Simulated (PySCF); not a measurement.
sulfur difluoride cation (F2S), SMILES S(F)F (connectivity only; charge and spin as stated), charge +1, multiplicity 2. Coordinates come from a PBE-D3(BJ)/def2-TZVP optimisation. The spin state was assumed, not searched.

Calculation: PBE-D3(BJ)/def2-TZVP run with PySCF 2.14.0.

Harmonic wavenumbers (cm⁻¹): 377, 926, 952. Rotational constants (GHz): 31.58, 9.279, 7.172; symmetry number 2.

Work out the zero-point energy and the ideal-gas rigid-rotor harmonic-oscillator thermochemistry at 298.15 K and 1 atm.

ZPE = ½ Σ hcν = ½ × 2255 cm⁻¹ = 3.22 kcal/mol. H − E(el) = 5.86 kcal/mol. Entropy in cal/(mol K): translation 38.66, rotation 21.17, vibration 1.29, spin 1.38, total 62.50. G − E(el) = -12.77 kcal/mol. Cp = 10.37 cal/(mol K).
